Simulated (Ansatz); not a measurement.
`CCCC=O` and `CCCO[SiH3]` differ in one atom or group.

Ansatz, PBE0-D4/def2-TZVP geometries, multiplicity 1. Each molecule was computed in one conformer, which needn't be the lowest.

| property | `CCCC=O` |
| --- | --- |
| size of the dipole moment (B3LYP/def2-TZVPP) / D | 2.61 |
| HOMO–LUMO gap (ωB97M-V/def2-TZVPP) / eV | 11.53 |
| HOMO energy (ωB97M-V/def2-TZVPP) / eV | -9.80 |
| HOMO energy (PBE0/def2-TZVPP) / eV | -7.39 |
| size of the dipole moment (ωB97M-V/def2-TZVPP) / D | 2.61 |
| HOMO–LUMO gap (PBE/def2-TZVPP) / eV | 4.00 |

(1) What does the change do to each property? (Best estimate.)

## Answers

(1) The calculation gave: 
```
                                          property  `CCCO[SiH3]`  shift
  size of the dipole moment (B3LYP/def2-TZVPP) / D          1.11  -1.50
           HOMO–LUMO gap (ωB97M-V/def2-TZVPP) / eV         12.49   0.96
             HOMO energy (ωB97M-V/def2-TZVPP) / eV        -10.47  -0.67
                HOMO energy (PBE0/def2-TZVPP) / eV         -8.09  -0.70
size of the dipole moment (ωB97M-V/def2-TZVPP) / D          1.12  -1.49
               HOMO–LUMO gap (PBE/def2-TZVPP) / eV          6.08   2.08
```

With PBE0 the HOMO falls by 0.70 eV and the LUMO rises by 0.96 eV, so the gap widens by about 1.66 eV. PBE moves the HOMO by -0.77 eV and ωB97M-V by -0.67 eV. Dipoles are sizes alone; their direction can turn.

B3LYP here is the variant with VWN-RPA as its local correlation; programs differ in this.
